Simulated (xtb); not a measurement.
Ge(H)2(F)(OH) (FGeH₃O), SMILES [GeH2]([F])[OH]. All values are semi-empirical tight-binding results from xtb (GFN2-xTB unless named), good for trends rather than for accurate numbers. Geometry optimised at GFN2-xTB. Other conformers were not sampled.

Optimised geometry:

```xyz
6

Ge    -0.2419    -0.2607     0.0164
O      1.4109    -0.4286    -0.4170
F     -0.4390     1.4526     0.2957
H     -1.0555    -0.5975    -1.1839
H     -0.5793    -0.8689     1.3435
H      2.0411     0.1656    -0.0109
```
Charge 0, spin multiplicity 1.

For metal compounds this method's bond lengths and energies can be far off.

The orbital gap is 8.05 eV, the zero-point energy comes out as 17.6 kcal/mol and the G − E(el) at 298.15 K (modified RRHO) comes out as 0.0 kcal/mol.

Task: Give the atomic charges and the Wiberg bond orders between heavy atoms. (An estimate is asked for; the answer gives what the named calculation found.)

Result: charges (e) Ge1 0.32, O2 -0.44, F3 -0.29, H4 0.04, H5 0.03, H6 0.33. Bond orders Ge1–O2 1.22, Ge1–F3 1.07.
